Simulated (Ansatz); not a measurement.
CH10AlBSi2, SMILES `[SiH3]C[BH][AlH][SiH3]` at its PBE0-D4/def2-TZVP geometry, where that method's forces vanish. Total charge 0; spin multiplicity 1.

```json
{"atom": "Si1", "x (Å)": "-0.737", "y (Å)": "1.746", "z (Å)": "-0.265"}
{"atom": "C2", "x (Å)": "-1.948", "y (Å)": "0.592", "z (Å)": "0.658"}
{"atom": "B3", "x (Å)": "-1.478", "y (Å)": "-0.680", "z (Å)": "-0.058"}
{"atom": "Al4", "x (Å)": "0.284", "y (Å)": "-1.786", "z (Å)": "0.383"}
{"atom": "Si5", "x (Å)": "2.532", "y (Å)": "-1.017", "z (Å)": "-0.277"}
{"atom": "H6", "x (Å)": "-1.371", "y (Å)": "3.072", "z (Å)": "-0.475"}
{"atom": "H7", "x (Å)": "0.510", "y (Å)": "1.889", "z (Å)": "0.529"}
{"atom": "H8", "x (Å)": "-0.376", "y (Å)": "1.189", "z (Å)": "-1.598"}
{"atom": "H9", "x (Å)": "-1.687", "y (Å)": "0.723", "z (Å)": "1.710"}
{"atom": "H10", "x (Å)": "-2.965", "y (Å)": "0.938", "z (Å)": "0.461"}
{"atom": "H11", "x (Å)": "-2.097", "y (Å)": "-1.002", "z (Å)": "-1.042"}
{"atom": "H12", "x (Å)": "0.201", "y (Å)": "-3.172", "z (Å)": "1.171"}
{"atom": "H13", "x (Å)": "3.190", "y (Å)": "-0.353", "z (Å)": "0.889"}
{"atom": "H14", "x (Å)": "3.435", "y (Å)": "-2.126", "z (Å)": "-0.705"}
{"atom": "H15", "x (Å)": "2.507", "y (Å)": "-0.013", "z (Å)": "-1.380"}
```

Q: For each bond, give half the difference of the two atoms' forces along it (eV/Å; positive pushes the atoms apart) under PBE-D4, r2SCAN-D4, B3LYP-D4, ωB97M-V in def2-TZVPP. (Estimate.)

A: Ansatz gave: 
```json
{"bond": "Si1–C2", "length (Å)": "1.911", "PBE-D4": "0.06", "r2SCAN-D4": "0.03", "B3LYP-D4": "0.14", "ωB97M-V": "0.10"}
{"bond": "Si1–H6", "length (Å)": "1.485", "PBE-D4": "0.11", "r2SCAN-D4": "-0.02", "B3LYP-D4": "-0.14", "ωB97M-V": "-0.17"}
{"bond": "Si1–H7", "length (Å)": "1.485", "PBE-D4": "0.05", "r2SCAN-D4": "-0.03", "B3LYP-D4": "-0.09", "ωB97M-V": "-0.09"}
{"bond": "Si1–H8", "length (Å)": "1.489", "PBE-D4": "0.05", "r2SCAN-D4": "-0.02", "B3LYP-D4": "-0.08", "ωB97M-V": "-0.09"}
{"bond": "C2–B3", "length (Å)": "1.533", "PBE-D4": "0.01", "r2SCAN-D4": "0.07", "B3LYP-D4": "0.09", "ωB97M-V": "0.11"}
{"bond": "C2–H9", "length (Å)": "1.092", "PBE-D4": "0.10", "r2SCAN-D4": "-0.01", "B3LYP-D4": "-0.05", "ωB97M-V": "-0.06"}
{"bond": "C2–H10", "length (Å)": "1.092", "PBE-D4": "0.10", "r2SCAN-D4": "-0.02", "B3LYP-D4": "-0.04", "ωB97M-V": "-0.07"}
{"bond": "B3–Al4", "length (Å)": "2.126", "PBE-D4": "-0.12", "r2SCAN-D4": "-0.05", "B3LYP-D4": "0.00", "ωB97M-V": "0.02"}
{"bond": "B3–H11", "length (Å)": "1.205", "PBE-D4": "0.10", "r2SCAN-D4": "-0.01", "B3LYP-D4": "-0.14", "ωB97M-V": "-0.13"}
{"bond": "Al4–Si5", "length (Å)": "2.466", "PBE-D4": "-0.06", "r2SCAN-D4": "0.02", "B3LYP-D4": "0.10", "ωB97M-V": "0.05"}
{"bond": "Al4–H12", "length (Å)": "1.597", "PBE-D4": "0.11", "r2SCAN-D4": "-0.02", "B3LYP-D4": "-0.10", "ωB97M-V": "-0.12"}
{"bond": "Si5–H13", "length (Å)": "1.495", "PBE-D4": "0.11", "r2SCAN-D4": "-0.01", "B3LYP-D4": "-0.06", "ωB97M-V": "-0.10"}
{"bond": "Si5–H14", "length (Å)": "1.492", "PBE-D4": "0.09", "r2SCAN-D4": "-0.02", "B3LYP-D4": "-0.06", "ωB97M-V": "-0.09"}
{"bond": "Si5–H15", "length (Å)": "1.492", "PBE-D4": "0.09", "r2SCAN-D4": "-0.02", "B3LYP-D4": "-0.07", "ωB97M-V": "-0.09"}
```

B3LYP here is the variant with VWN-RPA as its local correlation; programs differ in this.
